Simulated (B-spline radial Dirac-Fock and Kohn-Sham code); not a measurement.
## Binding energies of Co⁶⁺ at several levels of theory

System: cobalt as Co⁶⁺, configuration [Ar] 3d3.

The density-functional columns are spherical, spin-unpolarised Dirac-Kohn-Sham results without Breit or QED terms: −ε is minus the orbital energy of the initial state and ΔSCF the difference of two total energies. The reference in the last column comes from Dirac-Fock (average of configuration) total-energy differences with a finite nucleus, the Breit interaction including its frequency dependence, and self-energy and vacuum-polarisation corrections. All numbers are from a B-spline atomic structure program, in eV; a selection of levels is shown. For the 1s level of heavy atoms much of the gap between ΔSCF and the reference is the Breit and QED part, -12.9 eV here; for other levels the error of the functional can be larger.

```csv
level,PBE −ε,PBE ΔSCF,LDA −ε,LDA ΔSCF,Dirac-Fock
K (1s),7709.3,7879.8,7693.1,7863.0,7851.1
L1 (2s),1019.6,1053.1,1017.7,1051.4,1074.1
L2 (2p1/2),900.3,939.4,899.8,939.0,939.7
L3 (2p3/2),885.5,924.0,885.1,923.6,925.3
M1 (3s),212.6,226.4,212.0,225.8,234.3
M2 (3p1/2),176.1,189.8,176.0,189.7,190.2
M3 (3p3/2),174.0,187.5,173.8,187.4,188.1
"M4,5 (3d)",114.3,127.7,114.6,128.0,126.3
```

Question: Order the estimates of the K (1s) level by their distance from the Dirac-Fock value, nearest first.
A. PBE ΔSCF
B. LDA ΔSCF
C. PBE −ε
D. LDA −ε

Answer: B (12.0 eV), A (28.8 eV), C (141.7 eV), D (158.0 eV).

Values without a named source are computed, but for edge energies of neutral atoms, which are taken from tables.
